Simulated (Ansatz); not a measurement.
Consider the silylene formation by 1,1-elimination: `BOC[SiH2]C` → `BOC` + `C[SiH]`.

Isolated molecules relaxed with PBE0-D4/def2-TZVP in Ansatz; ΔE leaves out vibrations. CCSD(T)/CBS is the MP2 limit (def2-TZVPP, def2-QZVPP) plus CCSD(T) − MP2 in def2-TZVPP, frozen cores. This one scheme is used for every species. Functionals use def2-TZVPP. HSE06 is defined as in plane-wave codes. One conformer a species, not always the lowest.

```
             level  ΔE (eV)
           BLYP-D4     2.13
          HSE06-D4     2.37
          BHLYP-D4     2.32
           ωB97M-V     2.24
            B2PLYP     2.20
              PBE0     2.28
           r2SCANh     2.43
CCSD(T)/def2-TZVPP     2.22
```

(1) What does CCSD(T)/CBS give? (An estimate is asked.)

Largest T1 diagnostic among the species: 0.014.

Results:

(1) Ansatz gave: +2.28 eV. The listed levels differ from it by -0.15, 0.09, 0.04, -0.04, -0.08, 0.00, 0.15, -0.06 eV.

In def2-TZVPP, CCSD(T) changes the Hartree–Fock value by +0.16 eV (the triples alone add +0.04 eV) and MP2 by +0.34 eV. From PBE to PBE0 (25 % exact exchange), in def2-TZVPP and without D4, ΔE moves by +0.10 eV. At CCSD(T), def2-SVP lies −0.17 eV from the extrapolated value and def2-TZVPP −0.06 eV.
